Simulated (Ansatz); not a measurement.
Program: Ansatz. Geometries: PBE0-D4/def2-TZVP. ΔE: electronic, gas phase. CCSD(T)/CBS is the MP2 limit (def2-TZVPP, def2-QZVPP) plus CCSD(T) − MP2 in def2-TZVPP, frozen cores. This one scheme is used for every species. DFT in def2-TZVPP. For Ge outer-core shells are correlated without core-valence functions, which leaves a few kJ/mol of doubt a bond. Scalar relativity is left out up to krypton. One conformer a species, not always the lowest.

Consider the formal exchange of groups at a Ge–Cl bond: `[NH2][GeH2][Cl]` + `C#C` → `C#[C][GeH2][NH2]` + HCl.

CCSD(T)/CBS gives +64.8 kJ/mol.

(1) Another level gave +70.1 kJ/mol. Which?
A. HF/def2-TZVPP
B. RPA@PBE/def2-TZVPP
C. ωB97M-V/def2-TZVPP
D. CCSD/def2-TZVPP

Largest T1 diagnostic among the species: 0.013.

Answers

(1) C. ωB97M-V 70.1, CCSD/def2-TZVPP 60.9, HF/def2-TZVPP 76.6, RPA@PBE/def2-TZVPP 54.5 kJ/mol.

Leaving LDA and LC-ωPBE aside and taking each functional with its dispersion term where it has one, the values, not all of them listed here, spread over 6.9 kJ/mol, from PBE-QIDH to BHLYP-D4. In def2-TZVPP, CCSD(T) changes the Hartree–Fock value by −17.3 kJ/mol (the triples alone add −1.7 kJ/mol) and MP2 by −16.5 kJ/mol.
